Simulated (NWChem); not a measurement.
System: BeNH₂F; SMILES [Be]([NH2])[F]

Here is an NWChem input.

```
start job
memory heap 200 mb stack 900 mb global 1100 mb
geometry units angstroms noautoz
  Be     0.000000     0.000000    -0.090862
  F      0.000000     0.000000    -1.476898
  N      0.000000     0.000000     1.412757
  H      0.000000    -0.824445     1.988716
  H      0.000000     0.824445     1.988716
end
basis spherical
  Be library def2-svp
  F library def2-svp
  N library def2-svp
  H library def2-svp
end
dft
  xc b3lyp
  grid fine
  iterations 150
  mulliken
end
task dft gradient
```

Excerpt of the output:

```
             Northwest Computational Chemistry Package (NWChem) 7.3.0
             --------------------------------------------------------

 C2V symmetry detected

                             Geometry "geometry" -> ""
                             -------------------------

 Output coordinates in angstroms (scale by  1.889725989 to convert to a.u.)

  No.       Tag          Charge          X              Y              Z
 ---- ---------------- ---------- -------------- -------------- --------------
    1 Be                   4.0000     0.00000000     0.00000000    -0.10046205
    2 F                    9.0000     0.00000000     0.00000000    -1.48649805
    3 N                    7.0000     0.00000000     0.00000000     1.40315695
    4 H                    1.0000     0.00000000    -0.82444500     1.97911595
    5 H                    1.0000     0.00000000     0.82444500     1.97911595

 Effective nuclear repulsion energy (a.u.)      47.3894667750

      Symmetry information
      --------------------

 Group name             C2v
 Group number             16
 Group order               4
 No. of unique centers     4

                                 NWChem DFT Module
                                 -----------------

 Summary of "ao basis" -> "ao basis" (spherical)
 ------------------------------------------------------------------------------
       Tag                 Description            Shells   Functions and Types
 ---------------- ------------------------------  ------  ---------------------
 Be                         def2-svp                 5        9   3s2p
 F                          def2-svp                 6       14   3s2p1d
 N                          def2-svp                 6       14   3s2p1d
 H                          def2-svp                 3        5   2s1p

      Symmetry analysis of basis
      --------------------------

        a1         23
        a2          3
        b1          9
        b2         12

            General Information
            -------------------
          SCF calculation type: DFT
          Wavefunction type:  closed shell.
          No. of atoms     :     5
          No. of electrons :    22
           Alpha electrons :    11
            Beta electrons :    11
          Charge           :     0
          Spin multiplicity:     1
          Use of symmetry is: on ; symmetry adaption is: on
          Maximum number of iterations: 150
          AO basis - number of functions:    47
                     number of shells:    23
          Convergence on energy requested:  1.00D-06
          Convergence on density requested:  1.00D-05
          Convergence on gradient requested:  5.00D-04

              XC Information
              --------------
                         B3LYP Method XC Potential
                     Hartree-Fock (Exact) Exchange  0.200
                        Slater Exchange Functional  0.800 local
                    Becke 1988 Exchange Functional  0.720 non-local
              Lee-Yang-Parr Correlation Functional  0.810
                  VWN I RPA Correlation Functional  0.190 local

             Grid Information
             ----------------
          Grid used for XC integration:  fine
          Radial quadrature: Mura-Knowles
          Angular quadrature: Lebedev.
          Tag              B.-S. Rad. Rad. Pts. Rad. Cut. Ang. Pts.
          ---              ---------- --------- --------- ---------
          Be                  1.05       70           8.0       590
          F                   0.50       70          10.0       590
          N                   0.65       70           7.0       590
          H                   0.35       60          10.0       590
          Grid pruning is: on
          Number of quadrature shells:   270
          Spatial weights used:  Erf1

      Superposition of Atomic Density Guess
      -------------------------------------

 Sum of atomic energies:        -169.08897784

      Non-variational initial energy
      ------------------------------

 Total energy =    -169.776516
 1-e energy   =    -325.722859
 2-e energy   =     108.556876
 HOMO         =      -0.370175
 LUMO         =      -0.041628

      Symmetry analysis of molecular orbitals - initial
      -------------------------------------------------

  Numbering of irreducible representations:

     1 a1          2 a2          3 b1          4 b2

  Orbital symmetries:

     1 a1          2 a1          3 a1          4 a1          5 a1
     6 a1          7 b2          8 b1          9 b2         10 a1
    11 b1         12 a1         13 b2         14 b1         15 a1
    16 b2         17 a1         18 a1         19 b1         20 b2
    21 a1

     ---------------------------------------------
      Total Density - Mulliken Population Analysis
     ---------------------------------------------

    Atom       Charge   Shell Charges
 -----------   ------   -------------------------------------------------------
    1 Be   4     3.01   1.99  0.34  0.04  0.58  0.06
    2 F    9     9.67   1.99  1.15  0.78  3.58  2.17  0.00
    3 N    7     7.84   1.99  1.02  0.41  2.68  1.74  0.00
    4 H    1     0.74   0.58  0.11  0.05
    5 H    1     0.74   0.58  0.11  0.05

   convergence    iter        energy       DeltaE   RMS-Dens  Diis-err
 ---------------- ----- ----------------- --------- --------- ---------
 d= 0,ls=0.0,diis     1   -170.4538378792 -2.18D+02  2.29D-02  6.39D-01
 d= 0,ls=0.0,diis     2   -170.3972460679  5.66D-02  1.18D-02  1.53D+00
 d= 0,ls=0.0,diis     3   -170.5317039736 -1.34D-01  1.50D-03  1.01D-02
 d= 0,ls=0.0,diis     4   -170.5318485067 -1.45D-04  9.15D-04  6.91D-03
 d= 0,ls=0.0,diis     5   -170.5325556025 -7.07D-04  1.20D-04  1.09D-04
  Resetting Diis
 d= 0,ls=0.0,diis     6   -170.5325679067 -1.23D-05  1.27D-05  5.69D-07
 d= 0,ls=0.0,diis     7   -170.5325679785 -7.18D-08  5.40D-06  3.42D-08

         Total DFT energy =     -170.532567978493
      One electron energy =     -329.005436299510
           Coulomb energy =      132.186581616589
    Exchange-Corr. energy =      -21.103180070545
 Nuclear repulsion energy =       47.389466774974

 Numeric. integr. density =       21.999999993428

                  Occupations of the irreducible representations
                  ----------------------------------------------

                     irrep           alpha         beta
                     --------     --------     --------
                     a1                7.0          7.0
                     a2                0.0          0.0
                     b1                2.0          2.0
                     b2                2.0          2.0

                       DFT Final Molecular Orbital Analysis
                       ------------------------------------

 Vector    9  Occ=2.000000D+00  E=-3.990628D-01  Symmetry=b1
              MO Center= -1.3D-16, -6.8D-17, -1.4D+00, r^2= 6.6D-01
   Bfn.  Coefficient  Atom+Function         Bfn.  Coefficient  Atom+Function
  ----- ------------  ---------------      ----- ------------  ---------------
    13      0.635875  2 F  px                16     -0.440928  2 F  px
     4      0.150299  1 Be px                 7     -0.061986  1 Be px
    27      0.047841  3 N  px

 Vector   10  Occ=2.000000D+00  E=-3.979536D-01  Symmetry=b2
              MO Center= -8.3D-19,  1.0D-16, -1.4D+00, r^2= 7.2D-01
   Bfn.  Coefficient  Atom+Function         Bfn.  Coefficient  Atom+Function
  ----- ------------  ---------------      ----- ------------  ---------------
    14      0.637705  2 F  py                17     -0.445186  2 F  py
     5      0.136353  1 Be py                 8     -0.063271  1 Be py
    31      0.062946  3 N  py                28     -0.051771  3 N  py
    39     -0.031370  4 H  s                 44      0.031370  5 H  s
    38     -0.030907  4 H  s                 43      0.030907  5 H  s

 Vector   11  Occ=2.000000D+00  E=-2.568406D-01  Symmetry=b1
              MO Center= -2.0D-16, -1.2D-16,  1.2D+00, r^2= 1.2D+00
   Bfn.  Coefficient  Atom+Function         Bfn.  Coefficient  Atom+Function
  ----- ------------  ---------------      ----- ------------  ---------------
    27      0.551841  3 N  px                30     -0.472725  3 N  px
     4      0.146105  1 Be px                13     -0.111240  2 F  px
    16      0.106045  2 F  px                 7     -0.086529  1 Be px

 Vector   12  Occ=0.000000D+00  E=-8.244838D-03  Symmetry=a1
              MO Center= -5.8D-16, -9.1D-15,  2.3D-01, r^2= 6.0D+00
   Bfn.  Coefficient  Atom+Function         Bfn.  Coefficient  Atom+Function
  ----- ------------  ---------------      ----- ------------  ---------------
     3      1.218518  1 Be s                 26     -0.655720  3 N  s
    12     -0.241831  2 F  s                 25     -0.191471  3 N  s
    39      0.146838  4 H  s                 44      0.146838  5 H  s
     9      0.141092  1 Be pz                11     -0.099296  2 F  s
    24     -0.095578  3 N  s                 15      0.088251  2 F  pz

 Vector   13  Occ=0.000000D+00  E= 2.873798D-02  Symmetry=b2
              MO Center=  2.6D-17,  7.3D-15, -1.4D-01, r^2= 4.0D+00
   Bfn.  Coefficient  Atom+Function         Bfn.  Coefficient  Atom+Function
  ----- ------------  ---------------      ----- ------------  ---------------
     8      0.753410  1 Be py                 5     -0.445405  1 Be py
    39      0.243859  4 H  s                 44     -0.243859  5 H  s
    17     -0.228423  2 F  py                14      0.226619  2 F  py
    38      0.148333  4 H  s                 43     -0.148333  5 H  s
    28      0.054450  3 N  py                31      0.032734  3 N  py

 Vector   14  Occ=0.000000D+00  E= 6.109373D-02  Symmetry=b1
              MO Center= -7.9D-15,  6.8D-17, -8.8D-02, r^2= 4.6D+00
   Bfn.  Coefficient  Atom+Function         Bfn.  Coefficient  Atom+Function
  ----- ------------  ---------------      ----- ------------  ---------------
     7      0.847282  1 Be px                 4     -0.334324  1 Be px
    30     -0.333438  3 N  px                27      0.258924  3 N  px
    13      0.209310  2 F  px                16     -0.203621  2 F  px

     ---------------------------------------------
      Total Density - Mulliken Population Analysis
     ---------------------------------------------

    Atom       Charge   Shell Charges
 -----------   ------   -------------------------------------------------------
    1 Be   4     3.48   1.99  0.31  0.00  1.00  0.18
    2 F    9     9.40   1.99  1.12  0.80  3.36  2.12  0.00
    3 N    7     7.37   1.99  0.98  0.38  2.49  1.53  0.01
    4 H    1     0.88   0.71  0.12  0.05
    5 H    1     0.88   0.71  0.12  0.05

     -------------------------------------------
      Total Density - Lowdin Population Analysis
     -------------------------------------------

    Atom       Charge   Shell Charges
 -----------   ------   -------------------------------------------------------
    1 Be   4     3.59   1.96  0.32  0.09  0.89  0.33
    2 F    9     9.29   1.98  1.01  0.77  3.24  2.28  0.00
    3 N    7     7.28   1.97  0.70  0.43  2.29  1.87  0.02
    4 H    1     0.92   0.59  0.20  0.13
    5 H    1     0.92   0.59  0.20  0.13

     Multipole analysis of the density
     ---------------------------------

     L   x y z        total         alpha         beta         nuclear
     -   - - -        -----         -----         ----         -------
     0   0 0 0     -0.000000    -11.000000    -11.000000     22.000000

     1   1 0 0     -0.000000     -0.000000     -0.000000      0.000000
     1   0 1 0      0.000000      0.000000      0.000000      0.000000
     1   0 0 1      0.903879      0.451940      0.451940     -0.000000

     2   2 0 0    -12.702748     -6.351374     -6.351374      0.000000
     2   1 1 0     -0.000000     -0.000000     -0.000000      0.000000
     2   1 0 1     -0.000000     -0.000000     -0.000000      0.000000
     2   0 2 0    -10.007141     -7.430857     -7.430857      4.854573
     2   0 1 1     -0.000000     -0.000000     -0.000000      0.000000
     2   0 0 2    -13.336482    -80.844968    -80.844968    148.353455

            General Information
            -------------------
          SCF calculation type: DFT
          Wavefunction type:  closed shell.
          No. of atoms     :     5
          No. of electrons :    22
           Alpha electrons :    11
            Beta electrons :    11
          Charge           :     0
          Spin multiplicity:     1
          Use of symmetry is: on ; symmetry adaption is: on
          Maximum number of iterations: 150
          AO basis - number of functions:    47
                     number of shells:    23
          Convergence on energy requested:  1.00D-06
          Convergence on density requested:  1.00D-05
          Convergence on gradient requested:  5.00D-04

              XC Information
              --------------
                         B3LYP Method XC Potential
                     Hartree-Fock (Exact) Exchange  0.200
                        Slater Exchange Functional  0.800 local
                    Becke 1988 Exchange Functional  0.720 non-local
              Lee-Yang-Parr Correlation Functional  0.810
                  VWN I RPA Correlation Functional  0.190 local

             Grid Information
             ----------------
          Grid used for XC integration:  fine
          Radial quadrature: Mura-Knowles
          Angular quadrature: Lebedev.
          Tag              B.-S. Rad. Rad. Pts. Rad. Cut. Ang. Pts.
          ---              ---------- --------- --------- ---------
          Be                  1.05       70           8.0       590
          F                   0.50       70          10.0       590
          N                   0.65       70           7.0       590
          H                   0.35       60          10.0       590
          Grid pruning is: on
          Number of quadrature shells:   270
          Spatial weights used:  Erf1

          Convergence Information
          -----------------------
          Convergence aids based upon iterative change in
          total energy or number of iterations.
          Levelshifting, if invoked, occurs when the
          HOMO/LUMO gap drops below (HL_TOL):  1.00D-02
          DIIS, if invoked, will attempt to extrapolate
          using up to (NFOCK): 10 stored Fock matrices.

                    Damping( 0%)  Levelshifting(0.5)       DIIS
                  --------------- ------------------- ---------------
          dE  on:    start            ASAP                start
          dE off:    2 iters        150 iters           150 iters

                            NWChem DFT Gradient Module
                            --------------------------

  charge          =   0.00
  wavefunction    = closed shell

  Using symmetry

                         DFT ENERGY GRADIENTS

    atom               coordinates                        gradient
                 x          y          z           x          y          z
   1 Be      0.000000   0.000000  -0.189846    0.000000   0.000000  -0.009676
   2 F       0.000000   0.000000  -2.809074    0.000000   0.000000   0.003678
   3 N       0.000000   0.000000   2.651582    0.000000   0.000000   0.018183
   4 H       0.000000  -1.557975   3.739987    0.000000   0.006678  -0.006093
   5 H       0.000000   1.557975   3.739987    0.000000  -0.006678  -0.006093
```

Level: B3LYP/def2-SVP. Geometry: optimised at PBE0-D3(BJ)/def2-TZVP. B3LYP is NWChem's, with the RPA form of VWN correlation.
